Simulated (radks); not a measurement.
Values are calculated unless marked as measured or tabulated.
S X, 7 electrons, occupied as [He] 2s1 2p4 (not the ground configuration). Code: a radial shooting solver on a logarithmic mesh with Libxc functionals. Model: scalar-relativistic Kohn-Sham, LDA (Slater exchange, Perdew-Wang correlation), spin-polarised, spherical densities, finite nucleus; open shells are filled with parallel spins first; Fermi nuclear charge, rms radius 3.2611 fm.

Unscreened Slater integrals over Kohn-Sham orbitals (hartree). They are taken over the spin-up orbitals.

integral     value
F0(2p,2p)   2.3269
F2(2p,2p)   1.1007
F0(2p,2s)   2.1575
G1(2p,2s)   1.2561
F0(2p,1s)   3.1898
G1(2p,1s)  0.52071
F0(2s,2s)   2.0472
F0(2s,1s)   2.8731
G0(2s,1s)  0.26161
F0(1s,1s)   9.7072

Derived for the open shells (J is the average intra-shell exchange parameter used in DFT+U). 2p: J = F2/5 = 0.2201 hartree; in LS coupling 1D lies 6 F2/25 = 0.2642 hartree above 3P.
